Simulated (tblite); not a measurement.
**Question.** Write a Z-matrix for `CCCNC(=O)/C(Cl)=C\Cl` as optimised with GFN2-xTB.

**Answer.** 
Z-matrix in Å and degrees, rows numbered from 1:
```
C 
C   1  1.5228
C   2  1.5294  1  111.14
N   3  1.4432  2  111.78  1  -179.28
C   4  1.3457  3  122.36  2   110.72
O   5  1.2141  4  123.87  3     4.27
C   5  1.4977  4  115.00  3  -176.57
Cl  7  1.7341  5  118.04  4     4.59
C   7  1.3371  5  125.47  4  -176.04
Cl  9  1.6949  7  124.42  5     0.72
H   1  1.0868  2  110.46  3   179.96
H   1  1.0871  2  110.47  3    59.96
H   1  1.0877  2  110.54  3   -60.03
H   2  1.0930  1  109.69  3   121.00
H   2  1.0915  1  109.76  3  -120.51
H   3  1.0924  2  110.19  1   -60.74
H   3  1.0949  2  109.95  1    59.43
H   4  1.0094  3  117.98  2   -62.29
H   9  1.0815  7  121.25  5  -179.48
```

The C–C distances run from 1.337 Å (C7=C9, drawn double) to 1.529 Å (C2–C3, drawn single), a spread of 0.192 Å. The 2 C–N bonds span 1.346 Å (N4–C5, drawn single) to 1.443 Å (C3–N4, drawn single), a spread of 0.097 Å. Of the pairs four or more bonds apart, Cl8···H18 is among the closest relative to their van der Waals radii: 2.35 Å, 80 % of the sum of Bondi's values. The C–Cl distances run from 1.695 Å (C9–Cl10, drawn single) to 1.734 Å (C7–Cl8, drawn single), a spread of 0.039 Å.

Structure optimised with GFN2-xTB, isolated species.

Point group: C1 (no symmetry element, even within 0.4 Å). Its GFN2-xTB frequencies are all real (lowest 17 cm⁻¹). One conformer, not necessarily the lowest (C1–C2–C3–N4 -179°, C2–C3–N4–C5 111°, C3–N4–C5–O6 4°, N4–C5–C7–Cl8 5°).

The numbers are calculated, not measured.
